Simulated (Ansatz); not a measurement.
Cost and result for the atomization energy of CHAlFNO (`O=C=[N][AlH][F]`) (6 atoms, 5 bonds).

```xyz
6

O    -1.9144   -1.8086   -1.2386
C    -1.1540   -1.0741   -0.7524
N    -0.3744   -0.3142   -0.2563
Al    0.7825    0.7707    0.4950
F     1.7492    0.1565    1.6702
H     0.9110    2.2697    0.0821
```

Charge 0, multiplicity 1. The structure was optimised at the PBE0-D4/def2-TZVP level. It is one conformer, not always the lowest. Program: Ansatz. Hardware: A = 2 threads of an AMD EPYC 7R13 on a shared host; B = 2 threads of an AMD EPYC 7R13 on a shared host and a share of an NVIDIA H100 80 GB. Times are those of one run each, without the atoms' runs, and a repeat can differ threefold. Electronic energies, without spin–orbit coupling; frozen cores. CCSD(T)/CBS extrapolates def2-TZVPP and def2-QZVPP, and its time is that of the two runs behind it. T1 = 0.016.

CCSD(T)/CBS is a level of theory with its own doubt, some kJ/mol a heavy atom from the limit and from the frozen cores, so smaller differences don't rank the functionals.

| level | functions | wall time |
| --- | --- | --- |
| LDA (SPW92)/def2-TZVPP [A] | 180 | 1.4 s |
| CCSD(T)/def2-TZVPP [B] | 180 | 2.5 s |
| revPBE-D4/def2-TZVPP [A] | 180 | 2.8 s |
| CCSD(T)/def2-SVP [A] | 79 | 2.8 s |
| PBE0-D4/def2-TZVPP [A] | 180 | 2.9 s |
| BHLYP-D4/def2-TZVPP [A] | 180 | 3.1 s |
| CAM-B3LYP-D4/def2-TZVPP [A] | 180 | 3.6 s |
| r2SCAN-D4/def2-TZVPP (with forces) [A] | 180 | 4.2 s |
| CCSD(T)/def2-QZVPP [B] | 328 | 5.5 s |
| PBE-QIDH/def2-TZVPP [A] | 180 | 6 s |
| B2PLYP/def2-TZVPP [A] | 180 | 6.5 s |
| ωB97X-V/def2-TZVPP [A] | 180 | 6.5 s |
| CCSD(T)/CBS(def2) | – | 8.1 s |

What atomization energy does each give, and how far from CCSD(T)/CBS? (Estimate.)

The calculation gave: 
| level | atomization (kJ/mol) | difference from CCSD(T)/CBS | per bond |
| --- | --- | --- | --- |
| LDA (SPW92)/def2-TZVPP [A] | 3156.4 | 467.5 | 93.5 |
| CCSD(T)/def2-TZVPP [B] | 2595.4 | -93.5 | -18.7 |
| revPBE-D4/def2-TZVPP [A] | 2707.0 | 18.1 | 3.6 |
| CCSD(T)/def2-SVP [A] | 2521.4 | -167.5 | -33.5 |
| PBE0-D4/def2-TZVPP [A] | 2685.4 | -3.5 | -0.7 |
| BHLYP-D4/def2-TZVPP [A] | 2542.2 | -146.7 | -29.3 |
| CAM-B3LYP-D4/def2-TZVPP [A] | 2708.1 | 19.2 | 3.9 |
| r2SCAN-D4/def2-TZVPP (with forces) [A] | 2711.9 | 23.0 | 4.6 |
| CCSD(T)/def2-QZVPP [B] | 2652.0 | -36.9 | -7.4 |
| PBE-QIDH/def2-TZVPP [A] | 2659.3 | -29.6 | -5.9 |
| B2PLYP/def2-TZVPP [A] | 2682.0 | -6.9 | -1.4 |
| ωB97X-V/def2-TZVPP [A] | 2699.9 | 11.0 | 2.2 |
| CCSD(T)/CBS(def2) | 2688.9 | 0.0 | 0.0 |

From BLYP to BHLYP (50 % exact exchange), in def2-TZVPP and without D4, the atomization energy moves by −189.8 kJ/mol: exact exchange takes away binding that semilocal exchange gives to molecules. At CCSD(T), def2-SVP lies −167.5 kJ/mol from the extrapolated value and def2-TZVPP −93.5 kJ/mol: correlation converges slowly with the basis, and small sets miss more of it in the bonded molecule than in its fragments. Leaving LDA and LC-ωPBE aside and taking each functional with its dispersion term where it has one, the values, not all of them listed here, spread over 260.6 kJ/mol, from BHLYP-D4 to PBE-D4. LDA lies +363.8 kJ/mol from PBE without D4, its usual overbinding.
